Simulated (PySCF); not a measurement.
# Arsenic: a sound run and one with changed settings

Sound run: As [Ar] 3d10 4s2 4p3, As⁺ [Ar] 3d10 4s2 4p2. Computed with PySCF 2.14 in cc-pVDZ-DK (5s4p2d, 27 functions), with scalar relativity by spin-free X2C-1e. In the sound run the correlated levels freeze [Ar] 3d10. The sound run starts from symmetry-adapted Hartree-Fock orbitals and uses a fine grid where one is needed.

Changed run: the non-relativistic Hamiltonian (point nucleus). This setting is unsound on purpose.

| species | method | sound run (hartree) | changed run (hartree) | converged |
| --- | --- | --- | --- | --- |
| As | UHF | -2258.91690 | -2219.99286 | yes |
| As | M06-2X | -2260.70707 | -2221.78693 | yes |
| As | B3LYP | -2260.65392 | -2221.73234 | yes |
| As | MP2 | -2258.97105 | -2220.04754 | yes |
| As | CCSD(T) | -2258.98623 | -2220.06322 | yes |
| As⁺ | UHF | -2258.57056 | -2219.64504 | yes |
| As⁺ | M06-2X | -2260.34711 | -2221.42514 | yes |
| As⁺ | B3LYP | -2260.29333 | -2221.37030 | yes |
| As⁺ | MP2 | -2258.61262 | -2219.68772 | yes |
| As⁺ | CCSD(T) | -2258.62952 | -2219.70544 | yes |

Ionisation energy of As:

```tsv
method	sound run (eV)	changed run (eV)
UHF	9.425	9.465
M06-2X	9.795	9.845
B3LYP	9.812	9.852
MP2	9.753	9.791
SCS-MP2	9.636	9.675
CCSD	9.704	9.734
CCSD(T)	9.707	9.736
```

Most of the change in total energy is the relativistic energy itself. On top of that the contraction fixes the core shape for the Hamiltonian it was made with, so the changed run is not a good calculation with the other Hamiltonian either.

For comparison, NIST gives 9.789 eV between the lowest levels.
